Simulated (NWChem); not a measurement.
C$_{2}$H$_{7}$BO; SMILES CB(C)O

```xyz
11

B      0.0773    -0.0135    -0.0031
C     -0.7067     1.3609     0.0012
H     -1.5006     1.3622     0.7660
H     -1.2244     1.4865    -0.9661
H     -0.0773     2.2520     0.1590
C     -0.6737    -1.3981    -0.0033
H     -1.1042    -1.5732     0.9991
H     -0.0082    -2.2428    -0.2329
H     -1.5252    -1.4086    -0.7025
O      1.4378    -0.0515    -0.0021
H      1.8323     0.8264     0.0222
```
Atoms are numbered in this order, from 1.

Program: NWChem. Medium grid unless said otherwise, to which SCAN and Minnesota functionals are sensitive. Coordinates come from a PBE0/def2-SVP optimisation.

For level M06-2X/def2-SVP:

- highest occupied level (eV): -9.61
- orbital gap (eV): 11.50

**Question.** Estimate the same quantities for level LDA (Slater exchange, VWN5)/def2-SVP.

**Answer.** 
| Property | Result |
|---|---|
| highest occupied level (eV) | -6.85 |
| orbital gap (eV) | 6.50 |
